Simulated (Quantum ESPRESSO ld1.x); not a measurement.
The lutetium ion Lu+, 70 electrons, occupied as [Xe] 4f14 6s2. Calculated with ld1.x of Quantum ESPRESSO 7.5: Dirac Kohn-Sham, PBE, spin-unpolarised, spherical densities, point nucleus.

Unscreened Slater integrals over Kohn-Sham orbitals (cm^-1). Large and small components are both included.

\begin{tabular}{lr}
integral & value \\ \hline
F0(6s1/2,6s1/2) & 60531 \\
F0(6s1/2,4f7/2) & 78959 \\
G3(6s1/2,4f7/2) & 2728.7 \\
F0(6s1/2,4f5/2) & 79050 \\
G3(6s1/2,4f5/2) & 2637.7 \\
F0(6s1/2,5p3/2) & 74921 \\
G1(6s1/2,5p3/2) & 6519.4 \\
F0(4f7/2,4f7/2) & 282990 \\
F2(4f7/2,4f7/2) & 132260 \\
F4(4f7/2,4f7/2) & 82559 \\
F6(4f7/2,4f7/2) & 59280 \\
F0(4f7/2,4f5/2) & 285730 \\
F2(4f7/2,4f5/2) & 133690 \\
F4(4f7/2,4f5/2) & 83488 \\
G2(4f7/2,4f5/2) & 133270 \\
G4(4f7/2,4f5/2) & 83238 \\
G6(4f7/2,4f5/2) & 59780 \\
F0(4f7/2,5p3/2) & 169170 \\
F2(4f7/2,5p3/2) & 55129 \\
G2(4f7/2,5p3/2) & 27920 \\
G4(4f7/2,5p3/2) & 21507 \\
F0(4f5/2,4f5/2) & 288530 \\
F2(4f5/2,4f5/2) & 135190 \\
F4(4f5/2,4f5/2) & 84461 \\
F0(4f5/2,5p3/2) & 169800 \\
F2(4f5/2,5p3/2) & 54531 \\
G2(4f5/2,5p3/2) & 26984 \\
G4(4f5/2,5p3/2) & 20901 \\
F0(5p3/2,5p3/2) & 139480 \\
F2(5p3/2,5p3/2) & 74839 \\
\end{tabular}
